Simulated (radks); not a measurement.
The numbers below are computed, except where a source is named.
Valence configurations of the terbium ion Tb3+ (all share [Xe]). Code: a radial shooting solver on a logarithmic mesh with Libxc functionals. Model: scalar-relativistic Kohn-Sham, SCAN, spin-polarised, spherical densities, finite nucleus; open shells are filled with parallel spins first (spin-orbit coupling, left out, can overturn this in heavy ions); meta-GGA in the generalised Kohn-Sham scheme; Fermi nuclear charge, rms radius 5.06 fm. Energies are relative to 4f8; eigenvalues in eV for spin up.

valence,E (eV),moment (Bohr magnetons),e(4f),e(5d),e(6p),e(6s)
4f8,0.000,6,-36.433,-,-,-
4f7.5 5d0.5,3.028,7,-40.230,-26.135,-,-
4f7 5d1,6.958,8,-44.201,-27.299,-,-
4f7 6p1,16.424,8,-48.605,-,-20.547,-
4f6 5d2,26.723,8,-52.022,-29.422,-,-
4f6 6p2,49.495,8,-61.134,-,-23.051,-
4f5 5d2 6s1,57.978,8,-63.985,-33.813,-,-28.313

NIST lists [Xe] 4f8 as the ground configuration; this level of theory agrees among the configurations tried. The energies are those of spherical high-spin densities, not of single terms. No valid solution was reached for [Xe] 4f6 6s2; [Xe] 4f7 6s1; [Xe] 4f5 6s2 6p1.
